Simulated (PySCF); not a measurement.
CH₈Cl₂Si₃, SMILES [SiH3]C[Si]([SiH3])(Cl)Cl.

The structure is a stationary point at B3LYP-D3(BJ)/def2-SVP. This is a generated structure with no PubChem entry under its InChIKey; it may be hypothetical. One conformer was computed; it need not be the lowest.

All values below come from ωB97X/def2-TZVP run with PySCF.

The molecule is in vacuum.

```json
{
  "total_energy": "-1831.95961 hartree",
  "highest_occupied_level": "-10.42 eV",
  "lowest_empty_level": "1.59 eV",
  "orbital_gap": "12.01 eV",
  "dipole_moment": "1.90 D",
  "quadrupole, principal values (traceless, Buckingham form, about the centre of nuclear charge)": "-4.69, -0.31, 5.00 D·Å"
}
```
